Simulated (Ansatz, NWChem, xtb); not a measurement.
**Loss of HF: SiHF3 → SiF2 + HF**

Species: SiHF3 `F[SiH](F)F`, singlet; SiF2 `F[Si]F`, singlet; HF (hydrogen fluoride), singlet. 

Shapes, held fixed at every level: PBE0-D4/def2-TZVP. Programs: Ansatz 0.2.0, NWChem 7.3.0, xtb 6.7.1. The zero-point and thermal change to 298 K, harmonic and unscaled (PBE0-D4/def2-TZVP), is -3.8 kJ/mol.

```csv
level,kind,ΔH(298 K) (kJ/mol),less CCSD(T)/CBS estimate
GFN2-xTB,semi-empirical,+358.3,+61.0
HF/def2-SVP,Hartree–Fock,+299.7,+2.4
SPW92/def2-TZVPP,LDA,+300.3,+3.0
PBE0/def2-SVP,global hybrid,+289.8,-7.5
B3LYP/6-31G* (spherical functions),global hybrid,+320.6,+23.3
B3LYP-D4/def2-TZVPP,global hybrid,+287.4,-9.9
wB97M-V/def2-TZVPP,range-separated hybrid,+285.5,-11.8
CCSD(T)/def2-TZVPP,coupled cluster or CI,+295.3,-2.0
CCSD(T)/CBS estimate,coupled cluster or CI,+297.3,0.0
```

The highest level, CCSD(T)/CBS estimate, gives ΔH(298 K) = +297.3 kJ/mol; the levels span +285.5 to +358.3. GFN2-xTB strays far from the other rows. The column of differences is taken from that level and isn't an error. No measured value is set beside it here. The CBS estimate extrapolates MP2 from def2-TZVPP and def2-QZVPP and adds CCSD(T) − MP2 in the triple-zeta set, cores frozen.
